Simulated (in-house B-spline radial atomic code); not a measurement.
# Response and correlation of Co25+

Closed shell 1s2. Computed with a B-spline radial code for spherical atoms: Dirac-Hartree-Fock, relativistic RPA (time-dependent Dirac-Hartree-Fock) for the response and second-order many-body perturbation theory for correlation, no-pair Dirac-Coulomb Hamiltonian, finite nucleus.

Command:
```bash
python run_mb.py task.json out
```
Settings (nuclear radius in fm, box in bohr, cutoff in hartree):
```
basis_form          2
Z                   27
core_configuration  1s2
rms_radius          3.7875
mass_number         59
speed_of_light      137.036
box_radius          3.321
lmax                7
intervals           58
virtual_cutoff      18225.0
```

Time taken, with all properties: 0.2 s on 1 thread of Arm Neoverse V2, on a shared host.

```tsv
multipole (bohr³, bohr⁵, bohr⁷)	uncoupled	coupled RPA
dipole	1.6837e-05	?
quadrupole	7.9692e-08	8.0999e-08
octupole	9.9096e-10	1.0029e-09
```

**Question.** What is the coupled dipole polarisability?

**Answer.** 1.7174e-05 atomic units, +2 % against the uncoupled value.

**Question.** Which subshells carry the dipole polarisability?

**Answer.** 1s1/2 100.0 %.

**Question.** What does the dipole shielding factor come to?

**Answer.** The dipole shielding factor is 0.074, against the exact N/Z = 2/27 = 0.074 of the non-relativistic theorem.

Dipole polarisability at imaginary frequency:

```
u (Eh)  α(iu) (bohr³)
     0      1.717e-05
  6.63      1.716e-05
  19.9      1.709e-05
  39.8      1.686e-05
  66.3      1.634e-05
   133      1.429e-05
   265      9.701e-06
   663      3.184e-06
```

**Question.** What dispersion coefficients follow for two such ions (the dispersion part alone)?

**Answer.** C6 = (3/π)∫α(iu)²du = 6.759e-08 hartree·bohr⁶ and C8 = 1.824e-09 hartree·bohr⁸.

Lowest J = 1 odd-parity excitations:

| energy (eV) | oscillator strength | leading channel | weight |
| --- | --- | --- | --- |
| 7216.4 | 0.0659 | 1s1/2 → p1/2 | 0.901 |
| 7253.4 | 0.713 | 1s1/2 → p3/2 | 0.901 |
| 8520.4 | 0.014 | 1s1/2 → p1/2 | 0.911 |
| 8530.8 | 0.139 | 1s1/2 → p3/2 | 0.911 |

Second-order correlation energy by the highest angular momentum of the excited pair (hartree): s -0.01468, p -0.0255, d -0.003676, f -0.0009745, g -0.0003545, h -0.0001441, i -7.102e-05, k -3.86e-05.

**Question.** What is the second-order correlation energy at the partial-wave limit?

**Answer.** The listed waves sum to -0.045439 hartree; extrapolating the increments as (l + 1/2)⁻⁴ gives -0.045518 hartree, -0.619 eV per electron.
